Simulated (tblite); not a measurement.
C6H9O3 (doublet state).
Atom-mapped SMILES: `[OH:1][CH:2][O:3][C@@H:4]1[CH2:5][CH2:6][C@H:7]2[O:8][C@@H:9]12` (hydrogens: H10 on O1; H11 on C2; H12 on C4; H13, H14 on C5; H15, H16 on C6; H17 on C7; H18 on C9)

Cartesian coordinates in Å at the GFN2-xTB level; atoms count from 1:
```xyz
18
C6H9O3 angstrom
O      2.938    0.218   -0.585
C      2.239   -0.971   -0.730
O      1.021   -1.035   -0.119
C      0.361    0.189    0.137
C     -0.945   -0.105    0.891
C     -2.022   -0.315   -0.185
C     -1.534    0.524   -1.346
O     -1.095    1.808   -0.998
C     -0.115    0.827   -1.163
H      3.820    0.103   -0.949
H      2.793   -1.891   -0.587
H      1.027    0.857    0.695
H     -1.195    0.758    1.505
H     -0.824   -0.978    1.528
H     -3.007   -0.006    0.163
H     -2.065   -1.358   -0.500
H     -1.992    0.422   -2.323
H      0.588    0.959   -1.975
```

Computed with GFN2-xTB (tblite): harmonic, unscaled wavenumbers at the GFN2-xTB geometry, gas phase. Against measured fundamentals such values can be off by several per cent, at times by over 20. One conformer, not necessarily the lowest. Open shells enter through the occupations alone, without spin polarisation, and single modes of such species can be off by tens of per cent.

Harmonic wavenumbers (cm⁻¹): 45.8, 88.5, 125.6, 177.2, 239.8, 250.4, 328.1, 379.7, 467.1, 559.8, 667.7, 718.6, 768.1, 818.4, 908.4, 913.5, 933.7, 977.4, 987.8, 1023.7, 1056.2, 1061.9, 1076.4, 1097.1, 1113.2, 1154.7, 1170.9, 1183.6, 1200.6, 1227.1, 1240.2, 1260.2, 1288.6, 1297.5, 1309.8, 1315.1, 1441.2, 1453.7, 1466.2, 2915.8, 2987.3, 2996.6, 3010.6, 3020.2, 3033.2, 3039.0, 3055.4, 3590.2.

A = 3374, B = 1200, C = 1028 MHz; mass 129.055 u (most abundant isotopes); point group C1, symmetry number 1; spin multiplicity 2.

Task: What is the zero-point energy?

Result: Half the sum of the wavenumbers: 31221 cm⁻¹ = 373.48 kJ/mol.

Task: Give the ideal-gas entropy at 273.15 K and 1 bar in the rigid-rotor, harmonic-oscillator model (classical rotation).

Result: Translation 167.65, rotation 119.14, vibration 89.95, spin (R ln 2) 5.76: S = 382.5 J/(mol K).

Task: And Cp and H(273.15 K) − H(0)?

Result: Cp = 131.95 J/(mol K), of which vibrations give 98.69 (their classical limit is 48 R = 399.1); H(273.15 K) − H(0) = 22.21 kJ/mol without the zero-point energy, 13.12 from vibrations.

Task: Blend soft modes into free rotors: weight 1/[1 + (100 cm⁻¹/ν̃)⁴] for the oscillator and the rest for a rotor with moment μB/(μ + B), μ = h/(8π²ν), B = 10⁻⁴⁴ kg m². What vibrational entropy results?

Result: 82.94 J/(mol K) in place of 89.95, which changes −T·S at 273.15 K by +1.91 kJ/mol.

Task: How do the functions run with temperature in this model?

Result: 
```json
{"T (K)": "150", "S (J/(mol K))": "319.3", "Cp (J/(mol K))": "86.0", "H − H(0) (kJ/mol)": "8.95", "G − H(0) (kJ/mol)": "-38.95", "ln q(vib)": "2.44"}
{"T (K)": "250", "S (J/(mol K))": "371.3", "Cp (J/(mol K))": "122.2", "H − H(0) (kJ/mol)": "19.27", "G − H(0) (kJ/mol)": "-73.55", "ln q(vib)": "4.55"}
{"T (K)": "298.15", "S (J/(mol K))": "394.5", "Cp (J/(mol K))": "142.8", "H − H(0) (kJ/mol)": "25.64", "G − H(0) (kJ/mol)": "-91.98", "ln q(vib)": "5.57"}
{"T (K)": "400", "S (J/(mol K))": "442.7", "Cp (J/(mol K))": "186.8", "H − H(0) (kJ/mol)": "42.46", "G − H(0) (kJ/mol)": "-134.63", "ln q(vib)": "7.77"}
{"T (K)": "600", "S (J/(mol K))": "532.1", "Cp (J/(mol K))": "254.1", "H − H(0) (kJ/mol)": "87.02", "G − H(0) (kJ/mol)": "-232.27", "ln q(vib)": "12.22"}
{"T (K)": "900", "S (J/(mol K))": "647.8", "Cp (J/(mol K))": "314.5", "H − H(0) (kJ/mol)": "173.18", "G − H(0) (kJ/mol)": "-409.81", "ln q(vib)": "18.81"}
```

q(vib) and H(0) count from the zero-point level.

Hindered rotation and anharmonicity are outside this model. Other conformers, if any are populated, would add a mixing term that is left out. The structure is chiral; the term R ln 2 for an equal mix with its mirror image is left out.

Hardware: an AMD EPYC 7B13 with one thread, shared host with 128 logical CPUs at a one-minute load of 14. Cost: 0.63 s. This covers the Hessian and the dipole derivatives.
